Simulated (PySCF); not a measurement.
In(I)(Me)2 (C2H6IIn), SMILES [CH3][In]([CH3])[I].

Coordinates come from a PBE-D3(BJ)/def2-SVP optimisation. The structure was generated by enumeration; whether it is a known compound was not checked. The def2 effective core potentials stand for the cores of I, In; spin–orbit coupling is left out.

Two levels are set side by side: TDA-PBE/def2-SVPD (PySCF) and TDA-ωB97X/def2-SVPD (PySCF). Vertical, same geometry. The lowest singlet is HOMO→LUMO 100 % with PBE and HOMO→LUMO 90 % with the other functional; states are paired by order. Differences are taken from unrounded values.

```json
[
 {"quantity": "lowest singlet excitation (eV)", "TDA-ωB97X": "4.79"},
 {"quantity": "lowest triplet excitation (TDA) (eV)", "TDA-ωB97X": "4.67"},
 {"quantity": "first bright state (f over 0.05) (eV)", "TDA-ωB97X": "5.37"},
 {"quantity": "its oscillator strength", "TDA-ωB97X": "0.07"}
]
```

What does TDA-PBE give, and how far is it from TDA-ωB97X? (An estimate is asked for; the answer gives what the named calculation found.)


| quantity | TDA-PBE | TDA-PBE minus TDA-ωB97X |
|---|---|---|
| lowest singlet excitation (eV) | 3.70 | -1.09 |
| lowest triplet excitation (TDA) (eV) | 3.62 | -1.05 |
| first bright state (f over 0.05) (eV) | 5.58 | 0.21 |
| its oscillator strength | 0.19 | 0.12 |

Functionals without exact exchange tend to place singlet excitations lower, as here. Differences between two approximate levels are no errors against the true value.

Rough cost on one machine, each run with all the roots and properties that it gave: TDA-ωB97X against TDA-PBE about 3 times.
